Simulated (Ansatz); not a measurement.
Coupled-cluster run, `[NH2][Sc]([NH2])[OH]`.

```yaml
crystal:
  periodic: [false, false, false]
  atoms:
    - {symbol: N, position_ang: [-0.164381, 1.407361, -1.197500]}
    - {symbol: Sc, position_ang: [-0.209677, 0.004619, 0.217681]}
    - {symbol: N, position_ang: [1.169996, -1.432408, 0.155295]}
    - {symbol: O, position_ang: [-1.509369, 0.035600, 1.566295]}
    - {symbol: H, position_ang: [0.501109, 1.464018, -1.958833]}
    - {symbol: H, position_ang: [-0.794019, 2.193473, -1.295762]}
    - {symbol: H, position_ang: [1.272932, -2.206178, 0.799307]}
    - {symbol: H, position_ang: [1.905263, -1.522112, -0.535399]}
    - {symbol: H, position_ang: [-2.171853, 0.055626, 2.248906]}
basis:
  gaussian: {orbitals: def2-TZVPP}
correlation: {method: ccsd_t}
output: {orbitals: {seedname: orbitals}}
```

```sh
$ ansatz run in.yaml --threads 4 --pin off --events-out ev --progress --plain --max-ram 10444MiB
```

Output of Ansatz, abridged:

```
Functional definition: HF
1403 factors; integrals over basis functions are off by at most 1.1e-3 eV
mean field evaluation 1: about -25750.9283 eV, gradient 7.0e1 eV
mean field evaluation 2: about -25750.9974 eV, gradient 7.0e1 eV
mean field evaluation 4: about -25760.1349 eV, gradient 3.6e0 eV
mean field evaluation 8: about -25760.2196 eV, gradient 5.0e-1 eV
mean field evaluation 16: about -25760.2207 eV, gradient 2.7e-6 eV
mean field -25760.22067749 eV, -946.6706489929 hartree, gradient 2.7e-6 eV, S^2 0.000000; 0 other end points of the search recorded, 0 dependent functions left out
8 core orbitals not correlated: weight in the atoms' cores, before any rotation towards them, 1.000 or more for the frozen orbitals, at most 0.000 for the correlated occupied ones
reference -25760.22067749 eV, -946.6706489929 hartree; 16, 16 occupied and 203, 203 virtual orbitals, 1403 factors
second order -26.78216695 eV of doubles, -0.00000000 eV of singles
cycle   1  -26.75899098 eV  change    2.3e-2 eV  update   1.3e-1
cycle   2  -27.31379189 eV  change   -5.5e-1 eV  update   4.5e-2
cycle   3  -27.49426590 eV  change   -1.8e-1 eV  update   2.4e-2
cycle   4  -27.48979714 eV  change    4.5e-3 eV  update   7.5e-3
cycle   5  -27.48263123 eV  change    7.2e-3 eV  update   3.4e-3
cycle   6  -27.48394378 eV  change   -1.3e-3 eV  update   1.2e-3
cycle   7  -27.48350863 eV  change    4.4e-4 eV  update   4.0e-4
cycle   8  -27.48343040 eV  change    7.8e-5 eV  update   1.4e-4
cycle   9  -27.48351207 eV  change   -8.2e-5 eV  update   5.1e-5
cycle  10  -27.48351373 eV  change   -1.7e-6 eV  update   2.1e-5
perturbative correction -1.05878720 eV, -0.0389097120 hartree
Total energy: -25788.76297842 eV, -947.7195592055 hartree
```

Hardware: 4 threads of an Arm Neoverse V2 on a shared host. Wall time 86 s, peak host memory 4.1 GiB.

The correlation energy is -28.542 eV, 3.7 % of it from (T); the T1 diagnostic reads 0.0149.
